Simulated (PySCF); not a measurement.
CH8ClNSi2, SMILES [Si@@](N)([SiH3])(C)Cl. Atoms are numbered in the order given.

```xyz
13

C     -1.2086    -1.3661     1.1101
Si    -0.3031     0.0500     0.2852
N     -0.8359     1.5349     0.9874
Si     2.0331    -0.0418     0.4165
Cl    -0.7266    -0.0947    -1.7876
H     -0.9978    -1.3836     2.1910
H     -0.9043    -2.3287     0.6718
H     -2.2966    -1.2608     0.9660
H     -0.3848     2.4041     0.7149
H     -1.8314     1.6869     1.1332
H      2.6157     1.1819    -0.2118
H      2.4942    -0.1102     1.8365
H      2.5410    -1.2424    -0.3095
```

The structure is a stationary point at B3LYP-D3(BJ)/def2-SVP. The structure was generated by enumeration; whether it is a known compound was not checked. Other conformers were not sampled.

Two levels are set side by side: PBE/pcSseg-1 (PySCF) and B3LYP/pcSseg-1 (PySCF). GIAO shifts against HCl (³⁵Cl), NH3 (¹⁵N), TMS (²⁹Si), TMS (¹H), TMS (¹³C) at the same level; non-relativistic, no solvent, atoms listed together averaged. Without spin–orbit terms, shifts of atoms bonded to Cl or Br come out too high at both levels. Differences are taken from unrounded values.

```csv
quantity,B3LYP
δ(¹³C) of C1 (ppm),6.9
δ(²⁹Si) of Si2 (ppm),19.4
δ(¹⁵N) of N3 (ppm),48.6
δ(²⁹Si) of Si4 (ppm),-104.4
δ(³⁵Cl) of Cl5 (ppm),102.7
"δ(¹H) of H11, H12, H13 (ppm)",3.64
```

Q: What does PBE give, and how far is it from B3LYP? (The exact figures need the calculation; the answer reports its results.)

A: 
```tsv
quantity	PBE	PBE minus B3LYP
δ(¹³C) of C1 (ppm)	7.3	0.4
δ(²⁹Si) of Si2 (ppm)	19.3	0.0
δ(¹⁵N) of N3 (ppm)	53.3	4.7
δ(²⁹Si) of Si4 (ppm)	-110.6	-6.2
δ(³⁵Cl) of Cl5 (ppm)	133.9	31.2
δ(¹H) of H11, H12, H13 (ppm)	3.76	0.12
```

Rough cost on one machine, each run with all the roots and properties that it gave: B3LYP against PBE within a factor of 2.
